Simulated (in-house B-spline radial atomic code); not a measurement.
## Two electrons outside the [Xe] 4f14 5d10 core: the bismuth ion Bi³⁺

Computed with a B-spline radial code for spherical atoms: configuration interaction (CI) of the two valence electrons in the field of the frozen Dirac-Fock core, alone and with many-body perturbation theory for the core (screened one- and two-electron correlation potentials), Breit and QED terms; no-pair Dirac Hamiltonian, finite nucleus. Labels give the configuration (outer n counted up each series) and the leading LS term, or the jj pair where no LS term holds 70 %.

Excitation energies (cm⁻¹):

```csv
level,purity of the LS term,CI alone,CI + MBPT + Breit + QED,Landé g of the LS mixture
6s2 1S0,0.999,0,0,-
6s6p 3P°0,1.0,?,?,?
6s6p 3P°1,0.91,?,?,?
6s6p 3P°2,1.0,87800,96179,1.50
6s6p 1P°1,0.909,112059,115025,1.05
```

Where does 6s6p 3P°1 lie?

69125 cm⁻¹ in CI alone and 75363 cm⁻¹ with all corrections; g = 1.46.

Where does 6s6p 3P°0 lie?

63613 cm⁻¹ in CI alone and 70191 cm⁻¹ with all corrections.

What is the first ionisation energy?

44.737 eV to the 6s1/2 state of the next ion (42.883 eV from CI alone). NIST lists 45.37 ± 0.06 eV (measured).

Some electric-dipole lines (reduced elements in atomic units, length form; vacuum wavelengths from the computed energies):

```
    upper    lower  D bare (size)  D with core polarisation (size)  λ (nm)  A (s⁻¹)
6s6p 1P°1  6s2 1S0           2.66                             2.19  86.938  4.9e+09
```

Weak lines are less accurate than strong ones.
